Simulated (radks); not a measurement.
Polarisability of the neon ion Ne+, [He] 2s2 2p5, at imaginary frequency. Calculated with a radial shooting solver on a logarithmic mesh with Libxc functionals: non-relativistic Kohn-Sham, PBE, spin-polarised, spherical densities, point nucleus; open shells are filled with parallel spins first. Response by self-consistent Sternheimer equations with the Hartree and adiabatic LDA kernel.

w (hartree)  alpha1(iw) (bohr^3)
0.00266                    1.413
0.0143                     1.413
0.0360                     1.412
0.0697                     1.410
0.118                      1.403
0.186                      1.388
0.280                      1.358
0.413                      1.302
0.605                      1.202
0.892                      1.042
1.35                      0.8181
2.12                      0.5522
3.59                      0.2968
6.94                      0.1113
17.5                     0.02215

Static values: alpha1 = 1.413 bohr^3 (0.2094 angstrom^3; uncoupled 1.664). C6 = 2.479, triple-dipole C9 = 2.489 atomic units. One-pole (London) frequency 4 C6 / (3 alpha1^2) = 1.655 hartree, against 1.146 for minus the highest occupied eigenvalue.
